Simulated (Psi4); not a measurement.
Cl$_{4}$Te (SMILES Cl[Te](Cl)(Cl)Cl), singlet, at a GFN2-xTB geometry (all electrons, no relativity); R2SCAN/STO-3G in Psi4.

Psi4 was given this input:
```
memory 2 GB

molecule {
0 1
Te   -0.00534842    0.01223355    0.48327654
Cl    1.16596908   -1.49075955   -0.82644836
Cl    1.90421897    1.50336856    0.12041395
Cl   -1.14657041    1.44638856   -0.92639152
Cl   -1.90725777   -1.49641785    0.15416827
}

set {
  basis sto-3g
  scf_type pk
  dft_basis_tolerance 1e-8
}

energy('r2scan')
print_variables()
```

What the program printed (banner, timings and long lists left out):

```
   => Loading Basis Set <=

    Name: STO-3G
    Role: ORBITAL
    Keyword: BASIS

         ---------------------------------------------------------
                                   SCF
               by Justin Turney, Rob Parrish, Andy Simmonett
                          and Daniel G. A. Smith
                              RKS Reference
         ---------------------------------------------------------

  ==> Geometry <==

    Molecular point group: c1
    Full point group: C1

    Geometry (in Angstrom), charge = 0, multiplicity = 1:

       Center              X                  Y                   Z               Mass
    ------------   -----------------  -----------------  -----------------  -----------------
         TE          -0.004893581194     0.011193190028     0.442177910072   129.906222748000
         CL           1.166423918806    -1.491799909972    -0.867546989928    34.968852682000
         CL           1.904673808806     1.502328200028     0.079315320072    34.968852682000
         CL          -1.146115571194     1.445348200028    -0.967490149928    34.968852682000
         CL          -1.906802931194    -1.497458209972     0.113069640072    34.968852682000

  Running in c1 symmetry.

  Rotational constants: A =      0.05116  B =      0.03396  C =      0.02570 [cm^-1]
  Rotational constants: A =   1533.76782  B =   1018.19576  C =    770.54319 [MHz]
  Nuclear repulsion = 1048.582500991845336

  Charge       = 0
  Multiplicity = 1
  Electrons    = 120
  Nalpha       = 60
  Nbeta        = 60

  ==> Algorithm <==

  SCF Algorithm Type is PK.
  DIIS enabled.
  MOM disabled.
  Fractional occupation disabled.
  Guess Type is SAD.
  Energy threshold   = 1.00e-06
  Density threshold  = 1.00e-06
  Integral threshold = 1.00e-12

  ==> Primary Basis <==

  Basis Set: STO-3G
    Blend: STO-3G
    Number of shells: 31
    Number of basis functions: 63
    Number of Cartesian functions: 65
    Spherical Harmonics?: true
    Max angular momentum: 2

  ==> DFT Potential <==

   => LibXC <=

    Version 7.1.2
    S. Lehtola, C. Steigemann, M. J. T. Oliveira, and M. A. L. Marques,  SoftwareX 7, 1–5 (2018) (10.1016/j.softx.2017.11.002)

   => Composite Functional: R2SCAN <=

    r2SCAN Meta-GGA XC Functional  (0.1021/acs.jpclett.0c02405)
    J. W. Furness, A. D. Kaplan, J. Ning, J. P. Perdew, J. Sun  J. Phys. Chem. Lett.  11, 8208–8215, 2020

    Deriv               =              1
    GGA                 =           TRUE
    Meta                =           TRUE

    Exchange Hybrid     =          FALSE
    MP2 Hybrid          =          FALSE

   => Exchange Functionals <=

    1.0000   XC_MGGA_X_R2SCAN

   => Correlation Functionals <=

    1.0000   XC_MGGA_C_R2SCAN

   => LibXC Density Thresholds  <==

    XC_MGGA_C_R2SCAN:  1.00E-15
    XC_MGGA_X_R2SCAN:  1.00E-11

   => Molecular Quadrature <=

    Radial Scheme          =       TREUTLER
    Pruning Scheme         =           NONE
    Nuclear Scheme         =       TREUTLER

    Blocking Scheme        =         OCTREE
    BS radius alpha        =              1
    Pruning alpha          =              1
    Radial Points          =             75
    Spherical Points       =            302
    Total Points           =          95117
    Total Blocks           =            784
    Max Points             =            256
    Max Functions          =             46
    Weights Tolerance      =       1.00E-15

  ==> Integral Setup <==

  Using in-core PK algorithm.
   Calculation information:
      Number of atoms:                   5
      Number of AO shells:              31
      Number of primitives:             93
      Number of atomic orbitals:        65
      Number of basis functions:        63

      Integral cutoff                 1.00e-12
      Number of threads:                 1

  Performing in-core PK
  Using 4066272 doubles for integral storage.
  We computed 63462 shell quartets total.
  Whereas there are 123256 unique shell quartets.

  ==> DiskJK: Disk-Based J/K Matrices <==

    J tasked:                  Yes
    K tasked:                   No
    wK tasked:                  No
    Schwarz Cutoff:          1E-12

  Minimum eigenvalue in the overlap matrix is 3.1819379097E-01.
  Reciprocal condition number of the overlap matrix is 1.7721310312E-01.
    Using symmetric orthogonalization.

  ==> Pre-Iterations <==

  SCF Guess: Superposition of Atomic Densities via on-the-fly atomic UHF (no occupation information).

   -------------------------
    Irrep   Nso     Nmo
   -------------------------
     A         63      63
   -------------------------
    Total      63      63
   -------------------------

  ==> Iterations <==

                        Total Energy        Delta E     RMS |[F,P]|

   @RKS iter SAD: -8368.51795029835193   -8.36852e+03   0.00000e+00
   @RKS iter   1: -8370.12526772256024   -1.60732e+00   3.06015e-03 DIIS/ADIIS
   @RKS iter   2: -8370.06359978303954    6.16679e-02   4.31936e-03 DIIS/ADIIS
   @RKS iter   3: -8370.15994711937492   -9.63473e-02   6.64933e-04 DIIS/ADIIS
   @RKS iter   4: -8370.16236331419896   -2.41619e-03   3.71702e-04 DIIS/ADIIS
   @RKS iter   5: -8370.16322830503668   -8.64991e-04   3.28749e-05 DIIS
   @RKS iter   6: -8370.16323459962041   -6.29458e-06   1.14822e-06 DIIS
   @RKS iter   7: -8370.16323460826789   -8.64748e-09   7.81324e-08 DIIS
  Energy and wave function converged.

  ==> Post-Iterations <==

   Electrons on quadrature grid:
      Ntotal   =  120.0000011667 ; deviation = 1.167e-06

    Orbital Energies [Eh]
    ---------------------

    Doubly Occupied:

       1A   -1107.011918     2A   -164.450448     3A   -156.756800
       4A   -156.756638     5A   -156.756083     6A   -100.141683
       7A   -100.141676     8A   -100.051932     9A   -100.051924
      10A    -31.537302    11A    -28.823450    12A    -28.822803
      13A    -28.820478    14A    -20.392672    15A    -20.392612
      16A    -20.391313    17A    -20.390779    18A    -20.390451
      19A     -9.204823    20A     -9.204564    21A     -9.121436
      22A     -9.121069    23A     -6.970987    24A     -6.970701
      25A     -6.954038    26A     -6.953993    27A     -6.953094
      28A     -6.953012    29A     -6.885574    30A     -6.885155
      31A     -6.871537    32A     -6.871480    33A     -6.870874
      34A     -6.870824    35A     -5.350512    36A     -4.145183
      37A     -4.141109    38A     -4.132953    39A     -1.420776
      40A     -1.417141    41A     -1.415956    42A     -1.409274
      43A     -1.408880    44A     -0.827637    45A     -0.785328
      46A     -0.723632    47A     -0.709563    48A     -0.524637
      49A     -0.421009    50A     -0.395823    51A     -0.372026
      52A     -0.290734    53A     -0.288728    54A     -0.285525
      55A     -0.273678    56A     -0.242582    57A     -0.228784
      58A     -0.222648    59A     -0.219166    60A     -0.203439

    Virtual:

      61A     -0.079067    62A     -0.065596    63A     -0.023851

    Final Occupation by Irrep:
              A
    DOCC [    60 ]
    NA   [    60 ]
    NB   [    60 ]

  @RKS Final Energy: -8370.16323460826789

   => Energetics <=

    Nuclear Repulsion Energy =           1048.5825009918453361
    One-Electron Energy =              -13633.6378743144123291
    Two-Electron Energy =                4499.3098998780242255
    DFT Exchange-Correlation Energy =    -284.4177611637243785
    Empirical Dispersion Energy =           0.0000000000000000
    VV10 Nonlocal Energy =                  0.0000000000000000
    Total Energy =                      -8370.1632346082678851

Computation Completed

Properties will be evaluated at   0.000000,   0.000000,   0.000000 [a0]

Properties computed using the SCF density matrix

 Multipole Moments:

 ------------------------------------------------------------------------------------
     Multipole            Electronic (a.u.)      Nuclear  (a.u.)        Total (a.u.)
 ------------------------------------------------------------------------------------

 L = 1.  Multiply by 2.5417464519 to convert [e a0] to [Debye]
 Dipole X            :         -0.1096871            0.1031424           -0.0065447
 Dipole Y            :          0.2508899           -0.2359198            0.0149702
 Dipole Z            :          9.9112006           -9.3198188            0.5913817
 Magnitude           :                                                    0.5916074

 ------------------------------------------------------------------------------------

  Variable Map:
  ----------------------------------------------------------------------------
  "CURRENT ENERGY"              =>   -8370.163234608268
  "CURRENT REFERENCE ENERGY"    =>   -8370.163234608268
  "DD SOLVATION ENERGY"         =>       0.000000000000
  "DFT FUNCTIONAL TOTAL ENERGY" =>   -8370.163234608268
  "DFT TOTAL ENERGY"            =>   -8370.163234608268
  "DFT VV10 ENERGY"             =>       0.000000000000
  "DFT XC ENERGY"               =>    -284.417761163724
  "GRID ELECTRONS ALPHA"        =>      60.000000583371
  "GRID ELECTRONS BETA"         =>      60.000000583371
  "GRID ELECTRONS TOTAL"        =>     120.000001166742
  "NUCLEAR REPULSION ENERGY"    =>    1048.582500991845
  "ONE-ELECTRON ENERGY"         =>  -13633.637874314412
  "PCM POLARIZATION ENERGY"     =>       0.000000000000
  "PE ENERGY"                   =>       0.000000000000
  "SCF ITERATION ENERGY"        =>   -8370.163234608268
  "SCF ITERATIONS"              =>       7.000000000000
  "SCF TOTAL ENERGY"            =>   -8370.163234608268
  "TWO-ELECTRON ENERGY"         =>    4499.309899878024
  "XC GRID RADIAL POINTS"       =>      75.000000000000
  "XC GRID SPHERICAL POINTS"    =>     302.000000000000
  "XC GRID TOTAL POINTS"        =>   95117.000000000000

  Array Variable Map:
  ----------------------------------------------------------------------------
  "CURRENT DIPOLE"              =>      -0.006544712121 ... 0.591381742603 1 by 3
  "SCF DIPOLE"                  =>      -0.006544712121 ... 0.591381742603 1 by 3
  "SCF TOTAL ENERGIES"          =>   -8368.517950298352 ... -8370.163234608268 1 by 8
```
